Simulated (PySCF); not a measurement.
**Electric field gradients and quadrupole coupling constants**

C7H7FO.
Numbering: `[OH:1][CH2:2][c:3]1[cH:4][cH:5][cH:6][cH:7][c:8]1[F:9]` (hydrogens: H10 on O1; H11, H12 on C2; H13 on C4; H14 on C5; H15 on C6; H16 on C7)

Structure used (PBE0-D3(BJ)/def2-TZVP), in Å, numbered top down from 1:
```xyz
16
C7H7FO angstrom
O      2.637   -1.024   -0.530
C      2.044    0.053    0.155
C      0.539    0.042    0.107
C     -0.185   -1.095   -0.229
C     -1.571   -1.080   -0.262
C     -2.261    0.082    0.046
C     -1.563    1.231    0.389
C     -0.185    1.185    0.414
F      0.491    2.297    0.750
H      2.414   -0.947   -1.462
H      2.379   -0.033    1.192
H      2.415    1.017   -0.214
H      0.362   -2.002   -0.461
H     -2.114   -1.980   -0.526
H     -3.344    0.100    0.022
H     -2.068    2.157    0.635
```

Field gradients from the PBE0/pcSseg-2 density (PySCF, non-relativistic), principal values in atomic units, ordered |Vxx| ≤ |Vyy| ≤ |Vzz|:

| atom | Vxx | Vyy | Vzz |
| --- | --- | --- | --- |
| O1 | 0.0984 | 1.7986 | -1.8971 |

Q: Find the asymmetry η = (Vxx − Vyy)/Vzz and the couplings χ = eQV/h (234.96 MHz × Q in barn × V in au), with Q(17O) = −0.0256 b.

A: 
```
atom     environment  nucleus     η  χzz (MHz)  χxx (MHz)  χyy (MHz)
  O1  alcohol oxygen      17O  0.90      11.41      -0.59     -10.82
```

Q: What is Vzz at O1 in SI units (1 au = 9.71736 × 10²¹ V/m²)?

A: -1.8971 au = -18.435 × 10²¹ V/m².

Q: And the gradient at the other heavy atoms, for which no coupling is worked out here?

A: 
| atom | environment | Vzz (au) | η |
| --- | --- | --- | --- |
| C2 | carbinol carbon (C–OH) | 0.352 | 0.34 |
| C3 | substituted aromatic carbon | 0.279 | 0.30 |
| C4 | aromatic CH carbon | 0.342 | 0.13 |
| C5 | aromatic CH carbon | 0.314 | 0.19 |
| C6 | aromatic CH carbon | 0.339 | 0.19 |
| C7 | aromatic CH carbon | 0.273 | 0.28 |
| C8 | aromatic C–F carbon | -0.479 | 0.71 |
| F9 | aryl fluorine | 2.838 | 0.15 |

Were the hydrogens deuterons (Q(2H) = 0.00286 b), χzz would run from 180 kHz (H12) to 307 kHz (H10).

One conformer (not necessarily the lowest) at the PBE0-D3(BJ)/def2-TZVP geometry, without solvent, vibrations or thermal averaging.
